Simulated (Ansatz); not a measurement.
Relaxation of C3H5AlF2 (11 atoms, charge 0, multiplicity 1), to a largest force component of 0.015 eV/Å in at most 40 steps.

Level of theory: RKS PBE0/def2-SVP in Ansatz 0.2.0.

```xyz
11
Properties=species:S:1:pos:R:3
C -1.193 -1.322 1.451
Al 0.041 -0.142 0.432
C 1.192 0.183 -1.158
C 0.506 1.425 -0.733
F -0.523 1.788 -1.668
F 1.216 2.449 -0.221
H -0.693 -2.179 1.818
H -2.031 -1.563 0.759
H -1.647 -0.686 2.337
H 0.896 -0.265 -2.081
H 2.303 0.256 -0.917
```

Task: Where does it end, and by what steps?

Result: It converged. After 14 steps the energy has fallen by 0.732 eV; H10 moved furthest, 0.33 Å.

```
step  energy less start (eV)  largest force component (eV/Å)  accepted
   0                  0.0000                           3.476       yes
   1                 -0.5271                           1.762       yes
   2                 -0.6661                           1.324       yes
   3                 -0.7142                           0.401       yes
   4                 -0.7247                           0.108       yes
   5                 -0.5991                           1.215        no
   6                 -0.7303                           0.094       yes
   7                 -0.7310                           0.071       yes
   8                 -0.7313                           0.019       yes
   9                 -0.7314                           0.022       yes
  10                 -0.7315                           0.023       yes
  11                 -0.7317                           0.030       yes
  12                 -0.7319                           0.030       yes
  13                 -0.7319                           0.020       yes
  14                 -0.7320                           0.011       yes
```

```xyz
11
Properties=species:S:1:pos:R:3
C -1.202 -1.285 1.471
Al -0.191 -0.154 0.256
C 1.134 0.133 -1.127
C 0.418 1.433 -0.704
F -0.388 1.890 -1.707
F 1.240 2.445 -0.345
H -0.616 -2.166 1.778
H -2.108 -1.656 0.962
H -1.524 -0.741 2.371
H 1.138 -0.081 -2.206
H 2.164 0.125 -0.729
```

The run took 59 s on 2 threads of Intel(R) Xeon(R) Platinum 8259CL CPU @ 2.50GHz (Skylake/Cascade Lake) (shared host), peak memory 0.28 GiB.
